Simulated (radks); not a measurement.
The numbers below are computed, except where a source is named.
Task: Numerical settings for the strontium ion Sr2+, [Kr]. Level of theory: scalar-relativistic Kohn-Sham, PBE, spin-unpolarised, spherical densities, finite nucleus; Fermi nuclear charge, rms radius 4.224 fm (a radial shooting solver on a logarithmic mesh with Libxc functionals). The defaults (mesh step 0.008 in ln r, mesh end at 40 bohr or more with all orbitals vanishing there, Anderson mixing 0.5 over 9 steps, residual threshold near 1e-9 with the energy settled to 1e-9 hartree or 1e-11 of itself, here a cap of 92 iterations) give E = -3178.8405 hartree and 4p at -36.517 eV in 15 iterations. Times are rough (one thread of a shared host). One setting is changed at a time: mesh step in ln r 0.05; mesh step in ln r 0.005; mesh step in ln r 0.2; mesh end (bohr) 20; mesh end (bohr) 8; residual threshold 0.001; residual threshold 1e-16; mixing 2.5; linear mixing, mixing 1; linear mixing, mixing 0.5; mixing history 2; iteration cap 5. Which runs fail to converge, and which converge to a wrong energy?

Result: Not converged within the cap: mesh step in ln r 0.2; residual threshold 1e-16; linear mixing, mixing 1; iteration cap 5. No run marked as converged misses the energy by more than 1 mhartree.
